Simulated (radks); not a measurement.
The numbers below are computed, except where a source is named.
Dy+, configuration [Xe] 4f10 7d1 (not the ground configuration).

Level of theory: Dirac Kohn-Sham, PBE, spin-unpolarised, spherical densities, point nucleus; open shells fill j = l - 1/2 first (a radial shooting solver on a logarithmic mesh with Libxc functionals).

Energy parts (eV):
part                      energy
total                 -331100.89
kinetic                363263.61
electron-nucleus      -815792.16
Hartree                128617.49
exchange-correlation    -7189.82

Orbitals (lengths in bohr, moments of r in powers of bohr):
orbital,occ.,eigenvalue (eV),<r^2>,<1/r>
1s1/2,2,-53613.94,0.0006093,74.59
2s1/2,2,-8932.232,0.009459,17.87
2p1/2,2,-8494.801,0.006846,17.84
2p3/2,4,-7694.528,0.008073,15.62
3s1/2,2,-1996.687,0.06275,6.526
3p1/2,2,-1806.057,0.05827,6.441
3p3/2,4,-1639.860,0.06522,5.876
3d3/2,4,-1312.586,0.05171,5.758
3d5/2,6,-1276.297,0.05364,5.619
4s1/2,2,-403.8821,0.3172,2.727
4p1/2,2,-328.7175,0.3327,2.618
4p3/2,4,-291.6014,0.3712,2.425
4d3/2,4,-167.9410,0.4235,2.203
4d5/2,6,-161.2238,0.4389,2.155
5s1/2,2,-60.2881,1.907,1.024
5p1/2,2,-40.0902,2.444,0.8978
5p3/2,4,-35.3782,2.799,0.8299
4f5/2,6,-14.8369,1.007,1.569
4f7/2,4,-13.9591,1.058,1.543
7d3/2,1,-2.2676,194.4,0.1036
7d5/2,0,-2.2466,195.7,0.1042

The highest occupied level is 7d3/2 at -2.268 eV. The density falls to 0.001 e/bohr^3 at r = 3.42 bohr. Summed over all electrons, <r^2> = 232.8 bohr^2, which gives a Langevin (diamagnetic) susceptibility term of -184 x 10^-6 cm^3/mol.
